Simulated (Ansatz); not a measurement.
The cluster Ni₂O₂⁺. The state is a doublet with charge 1. Geometry r2SCAN-D4/def2-SVP; atoms count from 1.

Cartesian coordinates in Å:
```
Ni 1.664 0.496 1.839
Ni -0.586 -0.177 -0.652
O -1.647 -0.482 -1.801
O 0.569 0.163 0.615
```

The charge 1 doublet is spin-contaminated (final ⟨S²⟩ up to 2.66, 0.75 for a pure state). No other spin state of charge 1 was run. The geometry of the doublet was relaxed on an unsound state (⟨S²⟩ 2.47, where a pure state has 0.75). Another isomer (quartet) lies 0.26 eV lower at PBE0-D4/def2-TZVP; other spin states weren't run for this one.

Question: Estimate the Mulliken populations from the PBE0/def2-TZVP orbitals of Ansatz.

Answer: 
```json
{"atom": "Ni1", "charge (e)": "1.01", "spin (α − β)": "-1.38", "d electrons": "8.54"}
{"atom": "Ni2", "charge (e)": "0.81", "spin (α − β)": "1.59", "d electrons": "8.47"}
{"atom": "O3", "charge (e)": "-0.25", "spin (α − β)": "1.32", "d electrons": "–"}
{"atom": "O4", "charge (e)": "-0.57", "spin (α − β)": "-0.53", "d electrons": "–"}
```
Mulliken values and Mayer orders depend strongly on the basis.

Question: Where does the spin sit?

Answer: Summed by element: Ni 0.21, O 0.79, of 1 unpaired in all. Largest on single atoms: Ni2 1.59, Ni1 -1.38, O3 1.32.

Question: And the Mayer bond orders between bonded heavy atoms (over 0.3)?

Answer: Ni1–O4 1.48 (1.68 Å); Ni2–O3 1.70 (1.59 Å); Ni2–O4 0.67 (1.75 Å).
